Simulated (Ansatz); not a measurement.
`F[SiH](F)[SiH2]Cl` → `F[Si](F)([SiH3])Cl`  (isomerisation)

Gas-phase electronic energies from Ansatz, PBE0-D4/def2-TZVP geometries. CBS: MP2 limit from def2 TZ/QZ plus the TZ coupled-cluster correction, frozen cores. Functionals use def2-TZVPP. B3LYP here is the variant with VWN-RPA as its local correlation; programs differ in this. HSE06 is defined as in plane-wave codes. Each species was taken in one conformer, which may not be the lowest.

| level | ΔE (kcal/mol) |
| --- | --- |
| B3LYP-D4 | -5.9 |
| CAM-B3LYP-D4 | -6.0 |
| B3LYP | -5.5 |
| HSE06 | -6.1 |
| BHLYP | -5.3 |
| LC-ωPBE | -6.0 |
| HF/def2-TZVPP | -4.5 |
| HF/def2-QZVPP | -4.5 |

(1) What does CCSD(T)/CBS give? (Best estimate.)

Largest T1 diagnostic among the species: 0.012.

Answers

(1) Ansatz gave: -5.9 kcal/mol. The listed levels differ from it by 0.0, -0.1, 0.4, -0.2, 0.6, -0.1, 1.4, 1.4 kcal/mol.

In def2-TZVPP, CCSD(T) changes the Hartree–Fock value by −1.7 kcal/mol (the triples alone add −0.3 kcal/mol) and MP2 by −1.5 kcal/mol. Leaving LDA and LC-ωPBE aside and taking each functional with its dispersion term where it has one, the values, not all of them listed here, spread over 1.5 kcal/mol, from B97M-V to BHLYP-D4. LDA lies −1.4 kcal/mol from PBE without D4.

CCSD(T)/CBS has its own doubt, a few kJ/mol and more with outer-core shells, so smaller differences from it don't rank the levels.
